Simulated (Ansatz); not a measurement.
Consider the formal exchange of groups at the Sn–Br bond: `F[CH2][SnH2][Br]` + CH₄ → `[CH3][SnH2][CH2]F` + HBr.

Gas-phase electronic energies from Ansatz, PBE0-D4/def2-TZVP geometries. CCSD(T)/CBS is the MP2 limit (def2-TZVPP, def2-QZVPP) plus CCSD(T) − MP2 in def2-TZVPP, frozen cores. This one scheme is used for every species. Functionals use def2-TZVPP. B3LYP here is the variant with VWN-RPA as its local correlation; programs differ in this. def2 core potentials past Kr. For Br, Sn outer-core shells are correlated without core-valence functions, which leaves a few kJ/mol of doubt a bond. Scalar relativity is left out up to krypton. Each species was taken in one conformer, which may not be the lowest.

```json
{"level": "B3LYP", "ΔE (eV)": "1.40"}
{"level": "r2SCAN0", "ΔE (eV)": "1.42"}
{"level": "MP2/def2-SVP", "ΔE (eV)": "1.39"}
{"level": "MP2/def2-TZVPP", "ΔE (eV)": "1.29"}
```

(1) What does CCSD(T)/CBS give? (An estimate is asked.)

Largest T1 diagnostic among the species: 0.012.

Results:

(1) Ansatz gave: +1.34 eV. The listed levels differ from it by 0.06, 0.08, 0.05, -0.05 eV.

In def2-TZVPP, CCSD(T) changes the Hartree–Fock value by −0.29 eV (the triples alone add −0.02 eV) and MP2 by −0.26 eV. From PBE to PBE0 (25 % exact exchange), in def2-TZVPP and without D4, ΔE moves by +0.03 eV.
